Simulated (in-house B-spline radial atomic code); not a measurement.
Ionising the phosphorus ion P⁶⁺ with different functionals

Computed with a radial B-spline atomic code at the basis-set limit: four-component Dirac-Coulomb Hamiltonian, Fermi nucleus of rms radius 3.1889 fm, spin-restricted, spherical fractional occupations for the functionals, and exact exchange of hybrids averaged over the configuration. The ionisation energy is the difference of two self-consistent energies, [He] 2s2 2p5 → [He] 2s2 2p4, without Breit or QED terms; ε is the level of the shell that loses the electron (mean over j). The electron is taken from both j subshells in proportion to 2j + 1, so the result is a j average, not the step between ground levels.

```tsv
method	rung	ΔSCF (eV)	-ε(2p) (eV)
B97-1	global hybrid	267.60	249.65
PBE0	global hybrid	267.46	250.55
B3LYP	global hybrid	267.80	249.58
wB97X	range-separated hybrid	267.42	251.91
```

Task: Among the functionals, which spreads more, the ΔSCF values or the orbital energies?

Result: The orbital energies: ΔSCF values span about 0.38 eV and the orbital energies 2.34 eV; here energy differences depend much less on the functional than eigenvalues do.

Task: How do they compare with the NIST value?

Result: NIST lists 263.57 eV ± 0.06 (semi-empirical, ground level to ground level). Errors run from +3.85 to +4.23 eV. The correlated functionals all miss on the same side by more than they spread, so the cause is common to them (Breit-QED terms, spin polarisation, the choice among j levels, multiplet and fine-structure energies, or a listed next ion that isn't the cheapest removal here) and closeness doesn't rank the functionals.
